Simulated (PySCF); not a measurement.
F2Sc, neutral, multiplicity 2. Atoms are numbered in the order given.

```xyz
3

Sc     0.0000     0.0000     0.4229
F      0.0000     1.5777    -0.4934
F      0.0000    -1.5777    -0.4934
```
Charge 0, spin multiplicity 2.

The structure is a stationary point at PBE0-D3(BJ)/def2-TZVP. The multiplicity is an assumed one; other spin states were not compared. The isomer is the one that the SMILES or the coordinates give; other isomers of the formula were not compared.

Calculation: r2SCAN/def2-TZVPD (PySCF).

The molecule is in vacuum.

The total energy comes out as -960.50689 hartree, the point group is C2v and the α spin, highest occupied and lowest empty level comes out as -4.34 and -3.19 eV. The β spin, highest occupied and lowest empty level is -9.47 and -2.62 eV and the dipole moment is 3.26 D. The quadrupole, principal values (traceless, Buckingham form, about the centre of nuclear charge) is -8.48, 2.81, 5.67 D·Å, the mean static polarisability is 92.0 bohr³ (13.63 Å³) and the polarisability, principal values is 52.5, 100.2, 123.3 bohr³. The ⟨S²⟩ is 0.751 (pure state 0.75).
